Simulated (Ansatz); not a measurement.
Consider the formal loss of a carbene: `C[O][Sn][CH3]` → `[CH2]` (triplet) + `[CH3][Sn][OH]`.

Computed with Ansatz on PBE0-D4/def2-TZVP structures; ΔE is electronic, products minus reactants. CCSD(T)/CBS adds triple-zeta CCSD(T) − MP2 to the extrapolated MP2 energy (def2 sets, frozen cores). This one scheme is used for every species. Functionals use def2-TZVPP. B3LYP here is the variant with VWN-RPA as its local correlation; programs differ in this. HSE06 is defined as in plane-wave codes. Triplets are unrestricted, without spin–orbit coupling. Elements past krypton have def2 core potentials. For Sn outer-core shells are correlated without core-valence functions, which leaves a few kJ/mol of doubt a bond. One conformer a species, not always the lowest.

CCSD(T)/CBS gives +90.3 kcal/mol.

Another level gave +89.1 kcal/mol. Which?
A. B3LYP/def2-TZVPP
B. HSE06-D4/def2-TZVPP
C. r2SCANh-D4/def2-TZVPP
D. PBE-QIDH/def2-TZVPP

D. PBE-QIDH 89.1, HSE06-D4 90.3, r2SCANh-D4 85.0, B3LYP 87.8 kcal/mol.

What do rigid-rotor, harmonic-oscillator terms from PBE0-D4/def2-TZVP frequencies (298.15 K, 1 bar) make of the CCSD(T)/CBS value? (Best estimate.)

Ansatz gave: ΔZPE = -6.8 kcal/mol, ΔH = +84.8 kcal/mol, ΔS = 157 J/(mol·K), ΔG = +73.6 kcal/mol. Open shells count their whole term as degenerate.

Largest T1 diagnostic among the species: 0.017.

From BLYP to BHLYP (50 % exact exchange), in def2-TZVPP and without D4, ΔE moves by −2.2 kcal/mol. Leaving LDA and LC-ωPBE aside and taking each functional with its dispersion term where it has one, the values, not all of them listed here, spread over 9.5 kcal/mol, from r2SCAN0-D4 to ωB97X-V. LDA lies +17.5 kcal/mol from PBE without D4.
